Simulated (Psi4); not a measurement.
AlCl2, doublet, geometry from GFN2-xTB (such geometries of metal compounds can be far from the true shape); CAM-B3LYP/3-21G (Psi4 1.11).

Psi4 was given this input:
```
memory 2 GB

molecule {
0 2
  Al    0.00160221    0.63542259    0.02351302
  Cl    1.85128917   -0.24859337    0.01717242
  Cl   -1.85251440   -0.23731802   -0.03515296
}

set basis 3-21g
set reference uks
set damping_percentage 50

energy('cam-b3lyp')
print_variables()
```

Output, abridged:

```
   => Loading Basis Set <=

    Name: 3-21G
    Role: ORBITAL
    Keyword: BASIS

         ---------------------------------------------------------
                                   SCF
               by Justin Turney, Rob Parrish, Andy Simmonett
                          and Daniel G. A. Smith
                              UKS Reference
         ---------------------------------------------------------

  ==> Geometry <==

    Molecular point group: c2v
    Full point group: C2v

    Geometry (in Angstrom), charge = 0, multiplicity = 2:

       Center              X                  Y                   Z               Mass
    ------------   -----------------  -----------------  -----------------  -----------------
         AL           0.000000000000     0.000000000000     0.634280650119    26.981538530000
         CL           1.852095162516     0.000000000000    -0.244701591380    34.968852682000
         CL          -1.852095162516    -0.000000000000    -0.244701591380    34.968852682000

  Running in c2v symmetry.

  Rotational constants: A =      1.12065  B =      0.07027  C =      0.06612 [cm^-1]
  Rotational constants: A =  33596.10466  B =   2106.58615  C =   1982.29005 [MHz]
  Nuclear repulsion =  155.377070838554232

  Charge       = 0
  Multiplicity = 2
  Electrons    = 47
  Nalpha       = 24
  Nbeta        = 23

  ==> Algorithm <==

  SCF Algorithm Type is DF.
  DIIS enabled.
  MOM disabled.
  Fractional occupation disabled.
  Guess Type is SAD.
  Energy threshold   = 1.00e-06
  Density threshold  = 1.00e-06
  Integral threshold = 1.00e-12

  ==> Primary Basis <==

  Basis Set: 3-21G
    Blend: 3-21G
    Number of shells: 21
    Number of basis functions: 39
    Number of Cartesian functions: 39
    Spherical Harmonics?: false
    Max angular momentum: 1

  ==> DFT Potential <==

   => LibXC <=

    Version 7.1.2
    S. Lehtola, C. Steigemann, M. J. T. Oliveira, and M. A. L. Marques,  SoftwareX 7, 1–5 (2018) (10.1016/j.softx.2017.11.002)

   => Composite Functional: CAM-B3LYP <=

    CAM-B3LYP Hyb-GGA Exchange-Correlation Functional

    T. Yanai, D. P. Tew, and N. C. Handy,  Chem. Phys. Lett. 393, 51 (2004) (10.1016/j.cplett.2004.06.011)

    Deriv               =              1
    GGA                 =           TRUE
    Meta                =          FALSE

    Exchange Hybrid     =           TRUE
    MP2 Hybrid          =          FALSE

   => Exchange Functionals <=

    0.3500         Becke 88 [omega = 0.3300]
    0.4600   Short-range recipe for B88 functional - erf [omega = 0.3300]

   => Exact (HF) Exchange <=

    0.4600            HF,LR [omega = 0.3300]
    0.1900               HF

   => Correlation Functionals <=

    0.1900   Vosko, Wilk & Nusair (VWN5)
    0.8100   Lee, Yang & Parr

   => LibXC Density Thresholds  <==

    XC_HYB_GGA_XC_CAM_B3LYP:  1.00E-14

   => Molecular Quadrature <=

    Radial Scheme          =       TREUTLER
    Pruning Scheme         =           NONE
    Nuclear Scheme         =       TREUTLER

    Blocking Scheme        =         OCTREE
    BS radius alpha        =              1
    Pruning alpha          =              1
    Radial Points          =             75
    Spherical Points       =            302
    Total Points           =          63887
    Total Blocks           =            572
    Max Points             =            256
    Max Functions          =             34
    Weights Tolerance      =       1.00E-15

   => Loading Basis Set <=

    Name: (3-21G AUX)
    Role: JKFIT
    Keyword: DF_BASIS_SCF

  ==> Integral Setup <==

  SCF_SUBTYPE=INCORE selected. In-core MEM_DF algorithm will be used.
  Using in-core AOs.

  ==> MemDFJK: Density-Fitted J/K Matrices <==

    J tasked:                   Yes
    K tasked:                   Yes
    wK tasked:                  Yes
    Omega:                3.300E-01
    Algorithm:                 Core
    Schwarz Cutoff:           1E-12
    Mask sparsity (%):       5.1282
    Fitting Condition:        1E-10

[...]
   @DF-UKS iter  72: -1157.15356932060422    8.15850e-06   5.29064e-06 DIIS/DAMP=50%
   @DF-UKS iter  73: -1157.15356626094831    3.05966e-06   5.24244e-06 DIIS/DAMP=50%
   @DF-UKS iter  74: -1157.15356555159337    7.09355e-07   5.10814e-06 DIIS/DAMP=50%
   @DF-UKS iter  75: -1157.15357260702581   -7.05543e-06   5.22540e-06 DIIS/DAMP=50%
   @DF-UKS iter  76: -1157.15356538153765    7.22549e-06   5.37209e-06 DIIS/DAMP=50%
   @DF-UKS iter  77: -1157.15356639874085   -1.01720e-06   5.86039e-06 DIIS/DAMP=50%
   @DF-UKS iter  78: -1157.15357261139479   -6.21265e-06   6.55208e-06 DIIS/DAMP=50%
   @DF-UKS iter  79: -1157.15359116688546   -1.85555e-05   7.48791e-06 DIIS/DAMP=50%
   @DF-UKS iter  80: -1157.15359147075333   -3.03868e-07   5.78137e-06 DIIS/DAMP=50%
   @DF-UKS iter  81: -1157.15356173655027    2.97342e-05   5.65191e-06 DIIS/DAMP=50%
   @DF-UKS iter  82: -1157.15358806948234   -2.63329e-05   5.69757e-06 DIIS/DAMP=50%
   @DF-UKS iter  83: -1157.15357815474044    9.91474e-06   5.75362e-06 DIIS/DAMP=50%
   @DF-UKS iter  84: -1157.15358705227391   -8.89753e-06   5.87017e-06 DIIS/DAMP=50%
   @DF-UKS iter  85: -1157.15356826599304    1.87863e-05   5.82547e-06 DIIS/DAMP=50%
   @DF-UKS iter  86: -1157.15359852303868   -3.02570e-05   5.69866e-06 DIIS/DAMP=50%
   @DF-UKS iter  87: -1157.15363357122669   -3.50482e-05   6.37650e-06 DIIS/DAMP=50%
   @DF-UKS iter  88: -1157.15363548565756   -1.91443e-06   8.47077e-06 DIIS/DAMP=50%
   @DF-UKS iter  89: -1157.15356721452667    6.82711e-05   1.04136e-05 DIIS/DAMP=50%
   @DF-UKS iter  90: -1157.15345897580164    1.08239e-04   8.24288e-06 DIIS/DAMP=50%
   @DF-UKS iter  91: -1157.15362315804555   -1.64182e-04   5.45818e-06 DIIS/DAMP=50%
   @DF-UKS iter  92: -1157.15375703809741   -1.33880e-04   8.15860e-06 DIIS/DAMP=50%
   @DF-UKS iter  93: -1157.15371107611918    4.59620e-05   1.73576e-05 DIIS/DAMP=50%
   @DF-UKS iter  94: -1157.15383064824232   -1.19572e-04   2.79885e-05 DIIS/DAMP=50%
   @DF-UKS iter  95: -1157.15354877108439    2.81877e-04   3.95807e-05 DIIS/DAMP=50%
   @DF-UKS iter  96: -1157.15347225912319    7.65120e-05   3.79074e-05 DIIS/DAMP=50%
   @DF-UKS iter  97: -1157.15354828104068   -7.60219e-05   3.32481e-05 DIIS/DAMP=50%
   @DF-UKS iter  98: -1157.15358631940921   -3.80384e-05   3.21885e-05 DIIS/DAMP=50%
   @DF-UKS iter  99: -1157.15355288294882    3.34365e-05   3.22663e-05 DIIS/DAMP=50%
   @DF-UKS iter 100: -1157.15356195703635   -9.07409e-06   3.12784e-05 DIIS/DAMP=50%

PsiException: Could not converge SCF iterations in 100 iterations.

  Failed to converge.

Traceback (most recent call last):
  File "psi4", line 375, in <module>
  File "<string>", line 25, in <module>
  File "site-packages/psi4/driver/driver.py", line 533, in energy
  File "site-packages/psi4/driver/procrouting/proc.py", line 2760, in run_scf
  File "site-packages/psi4/driver/procrouting/proc.py", line 2047, in scf_helper
  File "site-packages/psi4/driver/procrouting/scf_proc/scf_iterator.py", line 93, in scf_compute_energy
  File "site-packages/psi4/driver/procrouting/scf_proc/scf_iterator.py", line 86, in scf_compute_energy
  File "site-packages/psi4/driver/procrouting/scf_proc/scf_iterator.py", line 609, in scf_iterate

psi4.driver.p4util.exceptions.SCFConvergenceError: Could not converge SCF iterations in 100 iterations.

Printing out the relevant lines from the Psithon --> Python processed input file:
    """)
    core.IO.set_default_namespace("")
    core.set_global_option("BASIS", "3-21g")
    core.set_global_option("REFERENCE", "uks")
    core.set_global_option("DAMPING_PERCENTAGE", 50)
--> energy('cam-b3lyp')
    print_variables()

!-------------------------------------------------------!
!                                                       !
!  Could not converge SCF iterations in 100 iterations. !
!                                                       !
!-------------------------------------------------------!
```

The run did not converge; its last values are not results.
